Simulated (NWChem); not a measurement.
System: GeClF, singlet; SMILES [Cl][Ge][F]

Input file for NWChem:

```
start job
memory heap 200 mb stack 900 mb global 1100 mb
geometry units angstroms noautoz
  Ge     0.427253     0.501823     0.000000
  F     -1.154266     1.301043     0.000000
  Cl    -0.231698    -1.611332     0.000000
end
basis spherical
  Ge library 6-31g*
  F library 6-31g*
  Cl library 6-31g*
end
dft
  xc mpw1k
  iterations 150
  mulliken
end
task dft energy
```

Output (shortened):

```
             Northwest Computational Chemistry Package (NWChem) 7.3.0
             --------------------------------------------------------

 CS  symmetry detected

                             Geometry "geometry" -> ""
                             -------------------------

 Output coordinates in angstroms (scale by  1.889725989 to convert to a.u.)

  No.       Tag          Charge          X              Y              Z
 ---- ---------------- ---------- -------------- -------------- --------------
    1 Ge                  32.0000     0.43703418     0.49669304     0.00000000
    2 F                    9.0000    -1.14691808     1.29107971     0.00000000
    3 Cl                  17.0000    -0.21546065    -1.61846439     0.00000000

 Effective nuclear repulsion energy (a.u.)     242.5610255625

      Symmetry information
      --------------------

 Group name             Cs
 Group number              2
 Group order               2
 No. of unique centers     3

                                 NWChem DFT Module
                                 -----------------

 Summary of "ao basis" -> "ao basis" (spherical)
 ------------------------------------------------------------------------------
       Tag                 Description            Shells   Functions and Types
 ---------------- ------------------------------  ------  ---------------------
 Ge                          6-31g*                 12       32   5s4p3d
 F                           6-31g*                  6       14   3s2p1d
 Cl                          6-31g*                  8       18   4s3p1d

      Symmetry analysis of basis
      --------------------------

        a'         45
        a"         19

            General Information
            -------------------
          SCF calculation type: DFT
          Wavefunction type:  closed shell.
          No. of atoms     :     3
          No. of electrons :    58
           Alpha electrons :    29
            Beta electrons :    29
          Charge           :     0
          Spin multiplicity:     1
          Use of symmetry is: on ; symmetry adaption is: on
          Maximum number of iterations: 150
          AO basis - number of functions:    64
                     number of shells:    26
          Convergence on energy requested:  1.00D-06
          Convergence on density requested:  1.00D-05
          Convergence on gradient requested:  5.00D-04

              XC Information
              --------------
                        MPW1K Method XC Functional
                     Hartree-Fock (Exact) Exchange  0.428
                        mPW91  Exchange Functional  0.572
                Perdew 1991 Correlation Functional  1.000 non-local
            Perdew 1991 LDA Correlation Functional  1.000 local

             Grid Information
             ----------------
          Grid used for XC integration:  medium
          Radial quadrature: Mura-Knowles
          Angular quadrature: Lebedev.
          Tag              B.-S. Rad. Rad. Pts. Rad. Cut. Ang. Pts.
          ---              ---------- --------- --------- ---------
          Ge                  1.25      112           8.0       590
          F                   0.50       49           8.0       434
          Cl                  1.00       88           9.0       590
          Grid pruning is: on
          Number of quadrature shells:   249
          Spatial weights used:  Erf1

      Superposition of Atomic Density Guess
      -------------------------------------

 Sum of atomic energies:       -2633.84435121

      Non-variational initial energy
      ------------------------------

 Total energy =   -2633.904413
 1-e energy   =   -4152.466489
 2-e energy   =    1276.001050
 HOMO         =      -0.317559
 LUMO         =      -0.043119

      Symmetry analysis of molecular orbitals - initial
      -------------------------------------------------

  Numbering of irreducible representations:

     1 a'          2 a"

  Orbital symmetries:

     1 a'          2 a'          3 a'          4 a'          5 a'
     6 a"          7 a'          8 a'          9 a'         10 a'
    11 a"         12 a'         13 a'         14 a'         15 a"
    16 a'         17 a'         18 a'         19 a"         20 a"
    21 a'         22 a'         23 a'         24 a'         25 a"
    26 a'         27 a"         28 a'         29 a'         30 a"
    31 a'         32 a'         33 a'         34 a"         35 a'
    36 a'         37 a'         38 a"         39 a'

     ---------------------------------------------
      Total Density - Mulliken Population Analysis
     ---------------------------------------------

    Atom       Charge   Shell Charges
 -----------   ------   -------------------------------------------------------
    1 Ge  32    30.78   2.00  2.00  6.00  2.00  5.99  1.50  0.65  0.44  0.11  6.90  2.96  0.23
    2 F    9     9.71   2.00  0.96  3.50  1.01  2.24  0.01
    3 Cl  17    17.51   2.00  2.00  5.98  1.39  3.74  0.56  1.83  0.01

   convergence    iter        energy       DeltaE   RMS-Dens  Diis-err
 ---------------- ----- ----------------- --------- --------- ---------
 d= 0,ls=0.0,diis     1  -2636.8514454703 -2.88D+03  2.14D-02  5.76D-01
 d= 0,ls=0.0,diis     2  -2636.7967844863  5.47D-02  9.73D-03  1.43D+00
 d= 0,ls=0.0,diis     3  -2636.9319684904 -1.35D-01  1.87D-03  1.03D-02
 d= 0,ls=0.0,diis     4  -2636.9329070197 -9.39D-04  8.29D-04  2.37D-03
 d= 0,ls=0.0,diis     5  -2636.9332747581 -3.68D-04  1.20D-04  1.32D-04
  Resetting Diis
 d= 0,ls=0.0,diis     6  -2636.9332872366 -1.25D-05  3.53D-05  4.80D-06
 d= 0,ls=0.0,diis     7  -2636.9332878117 -5.75D-07  1.44D-05  4.15D-07
 d= 0,ls=0.0,diis     8  -2636.9332878607 -4.90D-08  3.78D-06  2.45D-07

         Total DFT energy =    -2636.933287860744
      One electron energy =    -4152.647592753858
           Coulomb energy =     1391.098531663496
    Exchange-Corr. energy =     -117.945252332834
 Nuclear repulsion energy =      242.561025562451

 Numeric. integr. density =       57.999999533708

                  Occupations of the irreducible representations
                  ----------------------------------------------

                     irrep           alpha         beta
                     --------     --------     --------
                     a'               22.0         22.0
                     a"                7.0          7.0

                       DFT Final Molecular Orbital Analysis
                       ------------------------------------

 Vector   27  Occ=2.000000D+00  E=-3.853025D-01  Symmetry=a"
              MO Center= -2.0D-01, -1.5D+00, -2.0D-14, r^2= 1.5D+00
   Bfn.  Coefficient  Atom+Function         Bfn.  Coefficient  Atom+Function
  ----- ------------  ---------------      ----- ------------  ---------------
    55      0.691037  3 Cl pz                59      0.385798  3 Cl pz
    51     -0.270346  3 Cl pz                13      0.128985  1 Ge pz
    37     -0.103718  2 F  pz                41     -0.082560  2 F  pz
     9     -0.050142  1 Ge pz                29     -0.049451  1 Ge d -1
    19      0.029967  1 Ge d -1              17      0.027293  1 Ge pz

 Vector   28  Occ=2.000000D+00  E=-3.799985D-01  Symmetry=a'
              MO Center= -1.7D-01, -1.4D+00,  1.0D-15, r^2= 1.8D+00
   Bfn.  Coefficient  Atom+Function         Bfn.  Coefficient  Atom+Function
  ----- ------------  ---------------      ----- ------------  ---------------
    53      0.576263  3 Cl px                54     -0.381014  3 Cl py
    57      0.313297  3 Cl px                49     -0.224337  3 Cl px
    58     -0.192893  3 Cl py                36     -0.156735  2 F  py
    50      0.148188  3 Cl py                11      0.129100  1 Ge px
    40     -0.124736  2 F  py                10     -0.098071  1 Ge s

 Vector   29  Occ=2.000000D+00  E=-3.435840D-01  Symmetry=a'
              MO Center=  3.0D-01, -5.0D-02, -6.3D-16, r^2= 3.4D+00
   Bfn.  Coefficient  Atom+Function         Bfn.  Coefficient  Atom+Function
  ----- ------------  ---------------      ----- ------------  ---------------
    10      0.521017  1 Ge s                 53      0.349685  3 Cl px
    54      0.322087  3 Cl py                11     -0.310794  1 Ge px
    14     -0.243369  1 Ge s                 35      0.236201  2 F  px
     6     -0.210060  1 Ge s                 57      0.206402  3 Cl px
    12     -0.202241  1 Ge py                39      0.186940  2 F  px

 Vector   30  Occ=0.000000D+00  E=-8.908527D-02  Symmetry=a"
              MO Center=  4.1D-01,  4.2D-01, -1.7D-13, r^2= 3.0D+00
   Bfn.  Coefficient  Atom+Function         Bfn.  Coefficient  Atom+Function
  ----- ------------  ---------------      ----- ------------  ---------------
    13      0.716108  1 Ge pz                17      0.415940  1 Ge pz
     9     -0.253213  1 Ge pz                55     -0.211979  3 Cl pz
    59     -0.195303  3 Cl pz                37     -0.179884  2 F  pz
    41     -0.171100  2 F  pz                51      0.080963  3 Cl pz
     5      0.075452  1 Ge pz                61      0.030262  3 Cl d -1

 Vector   31  Occ=0.000000D+00  E= 8.989085D-03  Symmetry=a'
              MO Center=  5.6D-01,  5.8D-01,  1.3D-13, r^2= 4.2D+00
   Bfn.  Coefficient  Atom+Function         Bfn.  Coefficient  Atom+Function
  ----- ------------  ---------------      ----- ------------  ---------------
    16      0.816427  1 Ge py                12      0.599854  1 Ge py
    56      0.511380  3 Cl s                 58      0.350011  3 Cl py
    38     -0.209996  2 F  s                 57      0.204638  3 Cl px
     8     -0.201209  1 Ge py                54      0.200134  3 Cl py
    53      0.174000  3 Cl px                10      0.165333  1 Ge s

 Vector   32  Occ=0.000000D+00  E= 2.925958D-02  Symmetry=a'
              MO Center=  3.5D-01,  3.0D-01,  6.7D-14, r^2= 4.2D+00
   Bfn.  Coefficient  Atom+Function         Bfn.  Coefficient  Atom+Function
  ----- ------------  ---------------      ----- ------------  ---------------
    15      0.758572  1 Ge px                10      0.516905  1 Ge s
    11      0.455161  1 Ge px                38      0.364973  2 F  s
    58      0.354850  3 Cl py                56      0.280068  3 Cl s
    54      0.241187  3 Cl py                12      0.189598  1 Ge py
     7     -0.163881  1 Ge px                40     -0.149901  2 F  py

     ---------------------------------------------
      Total Density - Mulliken Population Analysis
     ---------------------------------------------

    Atom       Charge   Shell Charges
 -----------   ------   -------------------------------------------------------
    1 Ge  32    31.30   2.00  2.00  6.00  2.00  5.99  1.62  1.14  0.27  0.11  6.88  2.94  0.35
    2 F    9     9.44   2.00  0.93  3.27  1.04  2.18  0.01
    3 Cl  17    17.26   2.00  2.00  5.98  1.39  3.60  0.56  1.72  0.01

     -------------------------------------------
      Total Density - Lowdin Population Analysis
     -------------------------------------------

    Atom       Charge   Shell Charges
 -----------   ------   -------------------------------------------------------
    1 Ge  32    31.55   2.00  2.00  5.99  1.99  5.87  1.23  1.16  0.54  0.43  6.68  3.07  0.57
    2 F    9     9.29   1.99  0.94  3.16  0.87  2.31  0.02
    3 Cl  17    17.16   2.00  2.00  5.91  1.17  3.35  0.66  2.06  0.01

     Multipole analysis of the density
     ---------------------------------

     L   x y z        total         alpha         beta         nuclear
     -   - - -        -----         -----         ----         -------
     0   0 0 0     -0.000000    -29.000000    -29.000000     58.000000

     1   1 0 0      0.882771      0.441386      0.441386      0.000000
     1   0 1 0      0.501437      0.250718      0.250718      0.000000
     1   0 0 1     -0.000000     -0.000000     -0.000000      0.000000

     2   2 0 0    -26.635977    -46.778771    -46.778771     66.921566
     2   1 1 0      1.344312      1.479938      1.479938     -1.615563
     2   1 0 1      0.000000      0.000000      0.000000      0.000000
     2   0 2 0    -27.892863   -134.339093   -134.339093    240.785323
     2   0 1 1     -0.000000     -0.000000     -0.000000      0.000000
     2   0 0 2    -23.292469    -11.646235    -11.646235      0.000000
```

Level: MPW1K/6-31G* (spherical d). Low-valent species are run as closed-shell singlets; no triplet was tried in these runs. The geometry was optimised at PBE-D3(BJ)/def2-SVP.
